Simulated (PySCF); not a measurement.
C2H5O, charge -1, singlet, geometry from GFN2-xTB; LC-WPBE/6-31G*, TDA run with PySCF.

PySCF was given this input:
```python
from pyscf import gto, scf, dft, tdscf

mol = gto.M(
    atom='''
C     1.140799   -0.410478   -0.009101
C    -0.151040    0.496083   -0.000111
O    -1.285991   -0.127858    0.012020
H     0.019122    1.207797    0.901829
H     0.002732    1.202400   -0.909209
H     2.050888    0.196714   -0.019148
H     1.146313   -1.046208    0.876113
H     1.130325   -1.051473   -0.890466
''',
    basis='6-31g*',
    charge=-1,
    spin=0,
    verbose=4,
)

mf = dft.RKS(mol)
mf.xc = 'lc_wpbe'
mf.kernel()
td = mf.TDA()
td.nstates = 5
td.kernel()
td.analyze()
```

The log (banner, timings and long lists left out):

```
PySCF version 2.14.0

[INPUT] verbose = 4
[INPUT] num. atoms = 8
[INPUT] num. electrons = 26
[INPUT] charge = -1
[INPUT] spin (= nelec alpha-beta = 2S) = 0
[INPUT] symmetry False subgroup None
[INPUT] Mole.unit = angstrom
[INPUT] Symbol           X                Y                Z      unit          X                Y                Z       unit  Magmom
[INPUT]  1 C      1.140799000000  -0.410478000000  -0.009101000000 AA    2.155797673178  -0.775691000159  -0.017198397460 Bohr   0.0
[INPUT]  2 C     -0.151040000000   0.496083000000  -0.000111000000 AA   -0.285424233854   0.937461005053  -0.000209759600 Bohr   0.0
[INPUT]  3 O     -1.285991000000  -0.127858000000   0.012020000000 AA   -2.430170788656  -0.241616602835   0.022714508017 Bohr   0.0
[INPUT]  4 H      0.019122000000   1.207797000000   0.901829000000 AA    0.036135342954   2.282405544071   1.704209821190 Bohr   0.0
[INPUT]  5 H      0.002732000000   1.202400000000  -0.909209000000 AA    0.005162731772   2.272206692177  -1.718155999990 Bohr   0.0
[INPUT]  6 H      2.050888000000   0.196714000000  -0.019148000000 AA    3.875616632157   0.371735584868  -0.036184475833 Bohr   0.0
[INPUT]  7 H      1.146313000000  -1.046208000000   0.876113000000 AA    2.166217623029  -1.977046589329   1.655613624171 Bohr   0.0
[INPUT]  8 H      1.130325000000  -1.051473000000  -0.890466000000 AA    2.136004681749  -1.986995997375  -1.682736863237 Bohr   0.0

nuclear repulsion = 74.3464768142973
number of shells = 28
number of NR pGTOs = 101
number of NR cGTOs = 52
basis = 6-31g*
ecp = {}

******** <class 'pyscf.dft.rks.RKS'> ********
method = RKS
initial guess = minao
damping factor = 0
level_shift factor = 0
DIIS = <class 'pyscf.scf.diis.CDIIS'>
diis_start_cycle = 1
diis_space = 8
diis_damp = 0
SCF conv_tol = 1e-09
SCF conv_tol_grad = None
SCF max_cycles = 50
direct_scf = True
direct_scf_tol = 1e-13
XC library pyscf.dft.libxc version 7.1.2
    S. Lehtola, C. Steigemann, M. J. T. Oliveira, and M. A. L. Marques,  SoftwareX 7, 1–5 (2018)
XC functionals = lc_wpbe
    O. A. Vydrov and G. E. Scuseria,  J. Chem. Phys. 125, 234109 (2006)
radial grids:
    Treutler-Ahlrichs [JCP 102, 346 (1995); DOI:10.1063/1.469408] (M4) radial grids

becke partition: Becke, JCP 88, 2547 (1988); DOI:10.1063/1.454033
pruning grids: <function nwchem_prune>
grids dens level: 3
symmetrized grids: False
atomic radii adjust function: <function treutler_atomic_radii_adjust>
small_rho_cutoff = 0
Set gradient conv threshold to 3.16228e-05
Initial guess from minao.
tot grids = 91360
init E= -154.362004330131
  HOMO = -0.311390751965694  LUMO = 0.133921176291071  gap/eV = 12.11755
cycle= 1 E= -154.096478253534  delta_E= 0.266  |g|= 0.971  |ddm|= 2.36
  HOMO = 0.212051669724039  LUMO = 0.402573277917431  gap/eV = 5.18436
cycle= 2 E= -154.014560072937  delta_E= 0.0819  |g|= 1.21  |ddm|= 3.15
  HOMO = -0.0197473329668405  LUMO = 0.406519025192409  gap/eV = 11.59930
cycle= 3 E= -154.292619435208  delta_E= -0.278  |g|= 0.0694  |ddm|= 1.97
  HOMO = -0.033701402986468  LUMO = 0.399936930503178  gap/eV = 11.79990
cycle= 4 E= -154.293650165711  delta_E= -0.00103  |g|= 0.0287  |ddm|= 0.0879
  HOMO = -0.0328831215956007  LUMO = 0.403726551841487  gap/eV = 11.88075
cycle= 5 E= -154.293888643794  delta_E= -0.000238  |g|= 0.00421  |ddm|= 0.0394
  HOMO = -0.0336271710441931  LUMO = 0.403409294282854  gap/eV = 11.89237
cycle= 6 E= -154.293895929744  delta_E= -7.29e-06  |g|= 0.000717  |ddm|= 0.0141
  HOMO = -0.0335708094144587  LUMO = 0.403345592048564  gap/eV = 11.88910
cycle= 7 E= -154.293896338597  delta_E= -4.09e-07  |g|= 0.000215  |ddm|= 0.00418
  HOMO = -0.0335634411397758  LUMO = 0.403347555487856  gap/eV = 11.88895
cycle= 8 E= -154.293896378437  delta_E= -3.98e-08  |g|= 9.36e-05  |ddm|= 0.00142
  HOMO = -0.0335447003495859  LUMO = 0.403346501304105  gap/eV = 11.88842
cycle= 9 E= -154.293896383146  delta_E= -4.71e-09  |g|= 2.58e-05  |ddm|= 0.000378
  HOMO = -0.0335450902788201  LUMO = 0.403348778572436  gap/eV = 11.88849
cycle= 10 E= -154.293896383775  delta_E= -6.3e-10  |g|= 5.02e-06  |ddm|= 0.000188
  HOMO = -0.033545034160166  LUMO = 0.403348780227662  gap/eV = 11.88849
Extra cycle  E= -154.293896383805  delta_E= -2.94e-11  |g|= 2.22e-06  |ddm|= 3.02e-05
converged SCF energy = -154.293896383805

******** <class 'pyscf.tdscf.rks.TDA'> for <class 'pyscf.dft.rks.RKS'> ********
nstates = 5 singlet
deg_eia_thresh = 1.000e-03
wfnsym = None
conv_tol = 1e-05
eigh lindep = 1e-12
eigh level_shift = 0
eigh max_cycle = 100

Excitation energies (eV)
[6.52433317 6.69437097 7.82436853 7.88591553 7.95985841]

** Singlet excitation energies and oscillator strengths **
Excited State   1:      6.52433 eV    190.03 nm  f=0.0426
      13 -> 14       -0.63726
      13 -> 15       -0.22328
      13 -> 17       -0.19076
Excited State   2:      6.69437 eV    185.21 nm  f=0.0184
      12 -> 14        0.64202
      12 -> 15        0.16926
      12 -> 17        0.19115
      13 -> 18       -0.11668
Excited State   3:      7.82437 eV    158.46 nm  f=0.0430
      12 -> 14        0.20233
      12 -> 15       -0.66251
      13 -> 16       -0.10033
Excited State   4:      7.88592 eV    157.22 nm  f=0.0058
      12 -> 16        0.53329
      12 -> 18       -0.29129
      13 -> 14       -0.16315
      13 -> 15        0.31155
Excited State   5:      7.95986 eV    155.76 nm  f=0.0855
      12 -> 16        0.30141
      12 -> 18       -0.17918
      13 -> 14        0.19993
      13 -> 15       -0.56419

** Transition electric dipole moments (AU) **
state          X           Y           Z        Dip. S.      Osc.
  1        -0.0047     -0.0015     -0.5165      0.2668      0.0426
  2         0.2768      0.1879     -0.0030      0.1119      0.0184
  3         0.2333     -0.4123     -0.0009      0.2244      0.0430
  4        -0.0016     -0.0004     -0.1729      0.0299      0.0058
  5        -0.0060     -0.0020     -0.6621      0.4384      0.0855

** Transition velocity dipole moments (imaginary part, AU) **
state          X           Y           Z        Dip. S.      Osc.
  1        -0.0007     -0.0002     -0.0745      0.0055      0.0154
  2         0.0185      0.0028     -0.0002      0.0003      0.0009
  3         0.0487     -0.0865     -0.0002      0.0099      0.0229
  4        -0.0003     -0.0001     -0.0324      0.0011      0.0024
  5        -0.0008     -0.0003     -0.0929      0.0086      0.0197

** Transition magnetic dipole moments (imaginary part, AU) **
state          X           Y           Z
  1         0.6762     -0.1349     -0.0057
  2        -0.0026     -0.0009     -0.2893
  3         0.0029      0.0010      0.3222
  4        -0.1175     -0.1189      0.0014
  5        -0.0905     -0.3967      0.0020
```
